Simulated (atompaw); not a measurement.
**Plane-wave convergence, PAW (atompaw) potential for arsenic (As)**

As (Z = 33), PAW, made with atompaw 4.2.0.5 (PBE, scalar-relativistic). Core [Ar], reference 3d10 4s2 4p3. Waves: 4s (bound): rc 2.00 bohr; 4s channel at -0.7 Ry: rc 1.30 bohr; 4p (bound): rc 2.00 bohr; 4p channel at 0.1 Ry: rc 2.00 bohr; 3d (bound): rc 0.95 bohr; 3d channel at 0.45 Ry: rc 0.95 bohr. Local part: bessel scheme, radius 1.95 bohr. Core correction: smooth core density matched at 1.20 bohr. Augmentation charge: besselshape compensation charge, radius 1.65 bohr; PAW radius 2.00 bohr; waves and projectors: custom rrkj gramschmidtortho.

The pseudo-atom Hamiltonian at the reference potential is diagonalised in spherical Bessel functions j_l(qr) that vanish at 20 bohr, with q² up to the cutoff. All-electron valence levels (Ry): 4s -1.0653, 4p -0.3818, 3d -2.9874.

Question: How do the lowest levels (Ry) of each channel move with the cutoff, and are there ghosts?

Answer:

```csv
cutoff (Ry),s #1,s #2,p #1,p #2,d #1,d #2,f #1,f #2,Σ f·Δε (mRy)
8,-1.0653,-0.0349,-0.3759,0.0260,0.0582,0.1287,0.1125,0.2382,30473.4
15,-1.0653,-0.0349,-0.3815,0.0258,0.0524,0.1079,0.1125,0.2382,30397.8
25,-1.0653,-0.4471,-0.3818,0.0257,-0.1719,0.0661,0.1125,0.2382,28154.0
35,-1.0654,-0.6086,-0.3819,0.0257,-0.8753,0.0627,0.1125,0.2382,21120.4
50,-1.0654,-0.7543,-0.3819,0.0257,-2.0200,0.0614,0.1125,0.2382,9673.4
70,-1.0654,-0.7614,-0.3819,0.0257,-2.7248,0.0609,0.1125,0.2382,2625.3
100,-1.0654,-0.7728,-0.3819,0.0257,-2.9696,0.0607,0.1125,0.2382,176.7
140,-1.0654,-0.7769,-0.3819,0.0257,-2.9851,0.0606,0.1125,0.2382,21.7
180,-1.0654,-0.7782,-0.3819,0.0257,-2.9867,0.0606,0.1125,0.2382,6.1
260,-1.0654,-0.7794,-0.3819,0.0257,-2.9872,0.0606,0.1125,0.2382,1.4
400,-1.0654,-0.7796,-0.3819,0.0257,-2.9873,0.0606,0.1125,0.2382,0.0
```

Result: ghost state, extra bound levels that the all-electron valence spectrum of the same l lacks: s at -10.6 eV (a true bound ghost makes a file unfit for plane-wave use); 10 mRy is reached at 180 Ry and 1 mRy at 300 Ry.
